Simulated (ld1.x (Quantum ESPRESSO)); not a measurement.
## A failed generation for Yb

Input:

```
&input
   title='Yb', zed=70., rel=1, dft='PZ', iswitch=3,
   config='[Xe] 4f13.5 5d0.5 6s2 6p0',
   nld=4, rlderiv=3.15, eminld=-6.0, emaxld=5.0, deld=0.02
 /
 &inputp
   pseudotype=2, tm=.true., lloc=0,
   nlcc=.false.,
   file_pseudopw='Yb.UPF', file_wfcaegen='ae.wfc', file_wfcncgen='nc.wfc', file_beta='beta', file_chi='chi'
 /
4
5P  2  1   6.00   0.00  2.00  2.00  0.0
5D  3  2   0.50   0.00  2.90  2.90  0.0
4F  4  3  13.50   0.00  0.98  0.98  0.0
5S  1  0   2.00   0.00  1.16  1.16  0.0
 &test
   configts(1)='4f13.5 5s2 5p6 5d0.5 6s2 6p0'
 /
```

```bash
ld1.x < Yb.in > Yb.out
```

End of the output:

```
     ------------------------ End of All-electron run ------------------------

     Computing logarithmic derivative in   3.14330

 %%%%%%%%%%%%%%%%%%%%%%%%%%%%%%%%%%%%%%%%%%%%%%%%%%%%%%%%%%%%%%%%%%%%%%%%%%%%%%
     Error in routine run_pseudo (1):
     Errors in PS-KS equation
 %%%%%%%%%%%%%%%%%%%%%%%%%%%%%%%%%%%%%%%%%%%%%%%%%%%%%%%%%%%%%%%%%%%%%%%%%%%%%%

     stopping ...
```

Problem. Why did it fail, and what change makes it run?

Solution. The run stopped because the pseudo-atom solver did not find the valence states with the expected number of nodes, which is the usual sign of a ghost state. A run that differs only in the following succeeds: all radii scaled by about 1.12 (s 1.30, p 2.25, d 3.25, f 1.10 bohr). This is one of several that fit.
